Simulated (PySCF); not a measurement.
An unknown is described by computed data only.

Formula: C7H4ClO2; charge -1.

| Item | Value |
| --- | --- |
| 13C NMR | chemical shifts (computed TMS as zero) by class: 165.0 (1 C), 155.0 (1 C), 149.7 (1 C), 146.6 (1 C), 137.3 (1 C), 130.8 (1 C), 129.5 (1 C) ppm [GIAO CAM-B3LYP/pcSseg-1] |
| Rotational structure | rotational constants A, B, C: 1.461, 1.223, 0.666 GHz [PBE0-D3(BJ)/def2-SVP] |
| 1H NMR | chemical shifts (computed TMS as zero) by class: 9.19 (1 H), 6.82 (1 H), 6.69 (1 H), 6.54 (1 H) ppm [GIAO CAM-B3LYP/pcSseg-1] |
| UV, first state | lowest singlet excitation: 4.27 eV (290 nm, f = 0.000) [TDDFT CAM-B3LYP/def2-SVPD] |
| Polarisability | 109.0 au [CAM-B3LYP/def2-SVPD] |
| NMR, other nuclei | isotropic shieldings of nuclei other than C and H, by class: 10 (2 O), 717 (1 Cl) ppm [GIAO CAM-B3LYP/pcSseg-1] |

Electronic properties: PySCF, gas phase, density fitting. Levels stand in brackets. Geometry: PBE0-D3(BJ)/def2-SVP; no solvent, vibrations or thermal averaging. The geometry's basis has no diffuse functions, a weakness for an anion. No diffuse functions stand in pcSseg-1, which bears on an anion's orbital energies. Each NMR value is the plain mean over a class of atoms that symmetry, rotation or inversion makes alike.

**Question.** Propose a structure and show how it fits.

**Answer.** Numbering: `[O:1]=[C:2]([O-:3])[c:4]1[cH:5][cH:6][cH:7][cH:8][c:9]1[Cl:10]`. 7 carbons fall into 7 classes; from least to most shielded: carboxylate carbon [C2] (165.0 ppm), substituted aromatic carbon [C4] (155.0 ppm), aromatic C–Cl carbon [C9] (149.7 ppm), aromatic CH carbon [C5] (146.6 ppm), aromatic CH carbon [C8] (137.3 ppm), aromatic CH carbon [C7] (130.8 ppm), aromatic CH carbon [C6] (129.5 ppm). Hydrogen classes from least to most shielded: 1 H on an aromatic CH carbon, C5 (9.19 ppm), 1 H on an aromatic CH carbon, C8 (6.82 ppm), 1 H on an aromatic CH carbon, C6 (6.69 ppm), 1 H on an aromatic CH carbon, C7 (6.54 ppm). The other shieldings belong to: 10 ppm, carboxylate oxygen [O1/O3]; 717 ppm, aryl chlorine [Cl10]. By its constants the optimised geometry is an asymmetric top. Structure: `O=C([O-])c1ccccc1Cl`. Computed isomers that give other values at the same levels: `O=C([O-])c1ccc(Cl)cc1` (rotational constant A: 3.909 GHz; this holds for the one conformer computed). The assignments are read from this structure; whether some other isomer fits the data as well wasn't checked.

The values belong to the conformer `[O:1]=[C:2]([O-:3])[c:4]1[cH:5][cH:6][cH:7][cH:8][c:9]1[Cl:10]`: O1–C2–C4–C5 178°.
